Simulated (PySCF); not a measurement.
# Peak assignment

Bonds (- single, = double, # triple, : aromatic): C1-S2, S2-Si3, Si3-C4, Si3-C5, Si3-C6. C1 carries H7, H8, H9; C4 carries H10, H11, H12; C5 carries H13, H14, H15; C6 carries H16, H17, H18.

In vacuum, non-relativistic Hamiltonian, one averaged value for each set of equivalent atoms, a single conformation. σ from GIAO-B97-2/pcSseg-2; PBE0-D3(BJ)/def2-TZVP geometry; PySCF.

δ = σ(ref) − σ, references computed at the same level: ¹³C (σref 185.38), ¹H (σref 31.64) vs TMS.

Task: Assign these signals to the numbered atoms. ¹³C{¹H} NMR (computed): δ 12.8, -0.2.

Result: 
12.8 → C1, methyl carbon bonded to S
-0.2 → C4/C5/C6, methyl carbon bonded to Si: an electropositive neighbour leaves it electron-rich and shielded

Task: Assign these signals to the numbered atoms. ¹H NMR (400 MHz, computed): δ 1.96 (s, 3H), 0.24 (s, 9H).

Result: 
| δ (ppm) | atoms | environment | reason |
| --- | --- | --- | --- |
| 1.96 | H7/H8/H9 | hydrogen on a methyl carbon bonded to S | – |
| 0.24 | H10/H11/H12/H13/H14/H15/H16/H17/H18 | hydrogen on a methyl carbon bonded to Si | an electropositive neighbour shields it, as in TMS itself |

Shifts are as computed. Against solution values, carbons near 30 ppm lie about +3 ppm off and those near 130 ppm about +7 ppm. Of 1211 compounds with measured shifts, 218 miss one by over three times the rms of a fit or turn the order of signals round; such compounds aren't used in these exercises. No couplings were computed; multiplicities are counted from neighbouring protons, with m where these are inequivalent, close in shift, in a saturated or five-membered ring or joined by F or P, and br s for small geminal =CH2 splittings.
